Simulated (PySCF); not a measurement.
Job for PySCF: R-HF/3-21G on GeH4SSi (SMILES [SiH3][Ge][SH]), a point of a torsion scan.

```python
from pyscf import gto, scf, dft, mp
from pyscf.data.elements import chemcore

mol = gto.M(
    atom='''
    Si    1.01041201   -0.09195136    0.04339074
    Ge   -0.54175819    1.66166203   -0.65617006
    S    -2.41221161    0.72582531    0.25007286
    H     0.91352035   -1.15685746   -0.97234416
    H     2.41299144    0.35189835    0.01023067
    H     0.80691584   -0.74276424    1.34212295
    H    -3.03587329    0.65525364   -0.91972908
    ''',
    basis='3-21g',
    charge=0, spin=0, verbose=3, max_memory=1800)
mf = scf.RHF(mol)
mf.conv_tol = 1e-8
mf.max_cycle = 100
mf.kernel()
if not mf.converged:
    mf = mf.newton().run(mf.mo_coeff, mf.mo_occ)
```

Q: Give the final energy of this run.

A: -2750.5901 hartree.
